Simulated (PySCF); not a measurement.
# SMILES F[C@@H]1C[C@@H]2CC[C@H]1N2, C$_{6}$H$_{10}$FN

Geometry:
```json
{"atom": "F1", "x (Å)": "1.665", "y (Å)": "1.180", "z (Å)": "-1.248"}
{"atom": "C2", "x (Å)": "1.479", "y (Å)": "0.345", "z (Å)": "-0.171"}
{"atom": "C3", "x (Å)": "0.962", "y (Å)": "-1.039", "z (Å)": "-0.596"}
{"atom": "C4", "x (Å)": "-0.350", "y (Å)": "-1.133", "z (Å)": "0.193"}
{"atom": "C5", "x (Å)": "-1.393", "y (Å)": "-0.214", "z (Å)": "-0.476"}
{"atom": "C6", "x (Å)": "-0.873", "y (Å)": "1.183", "z (Å)": "-0.089"}
{"atom": "C7", "x (Å)": "0.362", "y (Å)": "0.833", "z (Å)": "0.768"}
{"atom": "N8", "x (Å)": "0.031", "y (Å)": "-0.430", "z (Å)": "1.415"}
{"atom": "H9", "x (Å)": "2.443", "y (Å)": "0.296", "z (Å)": "0.343"}
{"atom": "H10", "x (Å)": "0.812", "y (Å)": "-1.081", "z (Å)": "-1.673"}
{"atom": "H11", "x (Å)": "1.654", "y (Å)": "-1.824", "z (Å)": "-0.300"}
{"atom": "H12", "x (Å)": "-0.690", "y (Å)": "-2.151", "z (Å)": "0.374"}
{"atom": "H13", "x (Å)": "-1.436", "y (Å)": "-0.364", "z (Å)": "-1.553"}
{"atom": "H14", "x (Å)": "-2.387", "y (Å)": "-0.401", "z (Å)": "-0.066"}
{"atom": "H15", "x (Å)": "-0.603", "y (Å)": "1.786", "z (Å)": "-0.952"}
{"atom": "H16", "x (Å)": "-1.601", "y (Å)": "1.736", "z (Å)": "0.505"}
{"atom": "H17", "x (Å)": "0.672", "y (Å)": "1.613", "z (Å)": "1.461"}
{"atom": "H18", "x (Å)": "-0.755", "y (Å)": "-0.327", "z (Å)": "2.052"}
```

Theory: TDDFT CAM-B3LYP/def2-SVPD circular dichroism and optical rotation, one conformer, gas phase in PySCF 2.14.0. Geometry: GFN2-xTB.

States above about 8.5 eV (minus the energy of the highest occupied orbital) lie near or above the ionisation threshold and depend on the basis.

Stereocentres: C2 R, C4 S, C7 R.

Give the optical rotatory dispersion at 633, 589.3, 546, 436, 405, 365, 355 nm.

[α] in deg dm⁻¹ (g/mL)⁻¹:
```csv
λ (nm),origin-invariant length gauge,modified velocity gauge,length gauge (centre of mass),isotropic polarisability (au)
633,+7.2,+6.4,+7.1,72.6
589.3,+8.4,+7.5,+8.3,72.8
546,+10.0,+8.9,+9.9,73.0
436,+17.0,+15.0,+16.8,74.0
405,+20.5,+18.0,+20.2,74.5
365,+26.9,+23.5,+26.6,75.2
355,+29.1,+25.4,+28.7,75.5
```

And for the mirror image at 589.3 nm?

-8.4 deg dm⁻¹ (g/mL)⁻¹ (origin-invariant length gauge): the same size and the opposite sign.

What is the molar rotation [Φ] = [α]·M/100 of the geometry above at 589.3 nm?

With M = 115.15 g/mol, +9.7 deg cm² dmol⁻¹ (origin-invariant length gauge).

The first excitation lies at 6.51 eV (190 nm) with R = 0.0 × 10⁻⁴⁰ esu² cm² (velocity form).
